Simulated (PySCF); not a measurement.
## Be (beryllium, neutral) across methods

[He] 2s2, closed-shell 1S. Computed with PySCF 2.14 in aug-cc-pVDZ-DK, with the spin-free X2C one-electron Hamiltonian (Gaussian nucleus).

```tsv
method	E (hartree)	mean ε 1s (eV)	mean ε 2s (eV)	Σ⟨r²⟩ (bohr²)	⟨S²⟩
LDA	-14.4461	-104.47	-5.618	17.14	0.000
wB97M-V	-14.6630	-114.90	-8.325	16.98	0.000
PBE	-14.6303	-106.13	-5.641	16.90	0.000
PBE0	-14.6378	-111.94	-6.514	16.86	0.000
B3LYP	-14.6739	-111.27	-6.353	16.90	0.000
UHF	-14.57489	-128.81	-8.420	17.36	0.000
r2SCAN	-14.6501	-108.62	-5.767	17.03	0.000
BLYP	-14.6614	-106.64	-5.510	16.97	0.000
```

(1) Estimate the same row for PBEsol.

Results:

(1) E (hartree) = -14.5326; mean ε 1s (eV) = -105.18; mean ε 2s (eV) = -5.564; Σ⟨r²⟩ (bohr²) = 17.04; ⟨S²⟩ = 0.000.
